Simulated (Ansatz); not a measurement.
Molecule: BiI2 (charge 0, doublet). It need not be the lowest isomer of its formula. 
Coordinates optimised at B3LYP-D3(BJ)/def2-TZVP (Ansatz, a program for electronic structure):
```
Bi
I 1 2.8142
I 1 2.8142 2 101.21
```
Charge 0, spin multiplicity 2.

Basis-set convergence of Hartree-Fock and CCSD(T) correlation energies (hartree) with Ansatz. Valence correlation only, unless marked. UHF or UKS for open shells. No spin-orbit coupling. Frozen are the shells of the preceding noble gas and the d and f shells that filled before the atom's block. Past Kr the def2 sets carry scalar-relativistic core potentials.

```csv
basis,functions,E(HF),"E(corr, CCSD(T))"
def2-SVPD,102,-806.96079,-0.30651
def2-TZVPPD,174,___,___
```

Task: What belongs in the gaps?

Result: 
- def2-TZVPPD, E(HF): -806.98600
- def2-TZVPPD, E(corr, CCSD(T)): -0.41033
